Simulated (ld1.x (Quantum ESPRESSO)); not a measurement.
## bismuth: excitation energies, all-electron against ultrasoft

* Element: Bi
* Generator: ld1.x (Quantum ESPRESSO) 7.5
* Type: ultrasoft
* Functional: PBE
* Relativity: scalar-relativistic
* Frozen core: [Xe] 4f14
* Valence charge: 15
* Reference configuration: 5d10 6s2 6p3
* Partial waves: 6s (bound): rcut 1.60, rcutus 2.10 bohr; 6s channel at 2.75 Ry: rcut 1.60, rcutus 2.10 bohr; 6p (bound): rcut 1.50, rcutus 2.10 bohr; 6p channel at 0.2 Ry: rcut 1.50, rcutus 2.10 bohr; 5d (bound): rcut 1.10, rcutus 1.35 bohr; 5d channel at -1.1 Ry: rcut 1.10, rcutus 1.35 bohr
* Local potential: all-electron potential smoothed inside 1.60 bohr (lloc = -1)
* Core correction: a·sin(br)/r model core inside 1.40 bohr
* Augmentation charge: PSQ, radius 0.80 bohr

Energies are relative to the spin-unpolarised reference configuration 5d10 6s2 6p3; without spin polarisation the order of configurations can differ from experiment. The frozen-core shift is the all-electron ΔE with the core orbitals held at their reference shape minus the fully relaxed ΔE.

```tsv
valence configuration	charge	ΔE all-electron (eV)	error AE − PS (meV)	frozen-core shift (meV)
5d10 6s2 6p2	+1	7.913	-3.4	+3.3
5d10 6s2 6p1	+2	23.160	-9.7	+10
5d10 6s2 6p0	+3	46.502	-20	+23
5d10 6s1 6p0	+4	91.907	+9.7	+53
5d9 6s2 6p3	+1	33.322	-69	+76
5d10 6s0 6p5	0	20.501	+190	+5.9
5d9 6s2 6p4	0	24.207	-64	+70
```

Note: ghost states, extra bound levels that the all-electron valence spectrum of the same l lacks: s at -83.2 eV, p at -33.8 eV. A true bound ghost makes a file unfit for plane-wave use.
